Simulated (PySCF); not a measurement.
**Structure from 2D NMR**

Compound of formula C₇H₈O₂Si. Correlations simulated from computed shifts and the bond graph:

HSQC (one-bond C–H):
```
  δH     δC
8.14  162.2
7.08  159.4
6.95  148.6
6.51  134.4
4.03   57.5
```

COSY cross peaks (H two or three bonds apart, from the bond graph; peaks can be absent where the dihedral angle is near 90°):
```
  δH    δH
7.08  6.95
6.95  4.03
```

HMBC (two and three bonds, from the bond graph):
```
  δH                                δC
8.14                             161.2
7.08          148.6, 134.4, 57.5, 43.1
6.95          161.2, 159.4, 57.5, 43.1
6.51          161.2, 159.4, 57.5, 43.1
4.16          159.4, 134.4, 57.5, 43.1
4.03  161.2, 159.4, 148.6, 134.4, 43.1
```

Carbons without hydrogens: δ 161.2, 43.1.

Theory: GIAO PBE0/pcSseg-1 shieldings, GFN2-xTB structure, in PySCF (non-relativistic, one computed conformer, rapidly exchanging positions averaged, gas phase).

Shifts are taken against calculated references (same method and geometry level): 1H (σref 31.72) and 13C (σref 186.93) vs TMS.

Exchangeable hydrogens are left out of these lists.

**Question.** Assemble the structure.

**Answer.** SMILES O=COC1=C[C@@]2([SiH3])C=C[C@@H]12.

Structure with atom numbers: `[O:1]=[CH:2][O:3][C:4]1=[CH:5][C@@:6]2([SiH3:7])[CH:8]=[CH:9][C@@H:10]12`; H(Xn) means a hydrogen on atom n.

δC 162.2 is C2, an ester carbonyl carbon (δH 8.14). δC 161.2 is C4, an alkene carbon bearing oxygen. δC 159.4 is C8, an alkene CH (δH 7.08). δC 148.6 is C9, an alkene CH (δH 6.95). δC 134.4 is C5, a β carbon of an enol-ether or enamine type C=C (δH 6.51). δC 57.5 is C10, an allylic sp3 CH (δH 4.03). δC 43.1 is C6, an allylic fully substituted sp3 carbon bonded to Si. HMBC from δH 8.14 reaches the proton-free carbon C4. HMBC from δH 7.08 reaches the proton-free carbon C6. HMBC from δH 6.95 reaches the proton-free carbons C4, C6. HMBC from δH 6.51 reaches the proton-free carbons C4, C6. COSY links 7.08–6.95, 6.95–4.03.

The data come from this structure; uniqueness wasn't tested.

Shifts are as computed. Against solution values, carbons near 30 ppm lie about +3 ppm off and those near 130 ppm about +5 ppm. Of 1309 compounds with measured shifts, 239 miss one by over three times the rms of a fit or turn the order of signals round; such compounds aren't used in these exercises.
